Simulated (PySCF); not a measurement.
A structure optimised at PBE-D3(BJ)/def2-SVP, used in a PySCF frequency run:

```xyz
8

Ga    -0.0713     0.1251     0.0000
Cl    -0.5369     2.2091     0.0000
Cl     1.9633    -0.5764     0.0000
O     -1.4152    -1.0470     0.0000
C     -1.2042    -2.4527     0.0000
H     -1.6804    -2.9008    -0.8995
H     -1.6804    -2.9008     0.8995
H     -0.1290    -2.7406     0.0000
```
Charge 0, spin multiplicity 1.

Problem. Write its SMILES, formula and point group.

Solution. C[O][Ga]([Cl])[Cl], CH3Cl2GaO, Cs

Problem. What are its rotational constants (standard atomic weights)?

Solution. 2.5024, 1.6683, 1.0075 GHz
